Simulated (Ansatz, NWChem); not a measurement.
**Heat of formation of CBr2ClF (SMILES FC(Cl)(Br)Br) from total energies**

CBr2ClF: 5 atoms, total charge 0, spin state singlet. As SMILES, `FC(Cl)(Br)Br`. Geometry: relaxed at PBE0-D4/def2-TZVP.

Total energies at B3LYP/6-31G* (spherical functions) (NWChem 7.3.0); the atoms run unrestricted:

| species | state | energy (Eh) |
| --- | --- | --- |
| CBr2ClF | singlet | -5745.850384 |
| F | doublet | -99.714578 |
| C | triplet | -37.844694 |
| Cl | doublet | -460.132788 |
| Br | doublet | -2573.830945 |

Harmonic wavenumbers at PBE0-D4/def2-TZVP, in cm⁻¹: 160, 196, 270, 314, 348, 475, 756, 814, 1117.

Measured heats of formation of the gaseous atoms at 298.15 K, in kJ/mol: F 79.4, C 716.9, Cl 121.3, Br 111.9. Spin-orbit lowering of the atoms at 298 K (mean of the ground term's levels less their thermal mean, from spectra), in kJ/mol: F 1.29, C 0.02, Cl 3.44, Br 14.69. Take 1 Eh = 2625.50 kJ/mol, 1 cm⁻¹ = 0.0119627 kJ/mol, RT = 2.479 kJ/mol.

Q: Work out the heat of formation of the gas at 298 K.

A: 
1. Electronic atomisation energy: (-99.714578) + (-37.844694) + (-460.132788) + 2 × (-2573.830945) − (-5745.850384) = 0.496434 Eh = 1303.4 kJ/mol.
2. Zero-point energy: half the sum of the wavenumbers, 2225 cm⁻¹ = 26.6 kJ/mol.
3. Thermal vibrational enthalpy, Σ hcν̃/(exp(hcν̃/kT) − 1): 7.5 kJ/mol. Translation, rotation and pV of a non-linear molecule: 4 RT = 9.9 kJ/mol.
4. The 5 free atoms carry 5/2 RT each: 31.0 kJ/mol.
5. Spin-orbit coupling lowers the free atoms by 1.29 + 0.02 + 3.44 + 2 × 14.69 = 34.1 kJ/mol.
6. Atomisation enthalpy at 298 K: 1303.4 − 34.1 − 26.6 − 7.5 − 9.9 + 31.0 = 1256.3 kJ/mol.
7. Sum of the atoms' heats of formation: 1141.4 kJ/mol. Heat of formation: 1141.4 − 1256.3 = -114.9 kJ/mol.

The tabulated value is -187.4 kJ/mol (Active Thermochemical Tables), so this level is off by +72.5 kJ/mol, or 5.5 % of the atomisation enthalpy. Relativity is left out. Anharmonicity and any spin-orbit splitting of the molecule are left out.
